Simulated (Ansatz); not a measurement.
`F[C]F` and `[F][Ge][F]` differ in one element.

Ansatz, PBE0-D4/def2-TZVP geometries, multiplicity 1. 

Scalar relativity is left out up to krypton.

| property | `F[C]F` |
| --- | --- |
| HOMO energy (PBE0/def2-TZVPP) / eV | -8.77 |
| LUMO energy (ωB97M-V/def2-TZVPP) / eV | 0.26 |
| LUMO energy (PBE0/def2-TZVPP) / eV | -2.24 |
| HOMO energy (ωB97M-V/def2-TZVPP) / eV | -11.26 |
| ideal-gas entropy at 298 K and 1 bar (rigid rotor, harmonic PBE0-D4/def2-TZVP) / J/(mol·K) | 241 |
| HOMO–LUMO gap (ωB97M-V/def2-TZVPP) / eV | 11.52 |

Give the same properties after the change, and the shifts. (An estimate is asked.)

Computed: 
| property | `[F][Ge][F]` | shift |
| --- | --- | --- |
| HOMO energy (PBE0/def2-TZVPP) / eV | -8.94 | -0.17 |
| LUMO energy (ωB97M-V/def2-TZVPP) / eV | -0.54 | -0.80 |
| LUMO energy (PBE0/def2-TZVPP) / eV | -2.58 | -0.34 |
| HOMO energy (ωB97M-V/def2-TZVPP) / eV | -11.19 | 0.07 |
| ideal-gas entropy at 298 K and 1 bar (rigid rotor, harmonic PBE0-D4/def2-TZVP) / J/(mol·K) | 271 | 30 |
| HOMO–LUMO gap (ωB97M-V/def2-TZVPP) / eV | 10.64 | -0.88 |

With PBE0 the HOMO falls by 0.17 eV and the LUMO falls by 0.34 eV, so the gap narrows by about 0.17 eV. PBE moves the HOMO by -0.53 eV and ωB97M-V by 0.07 eV.
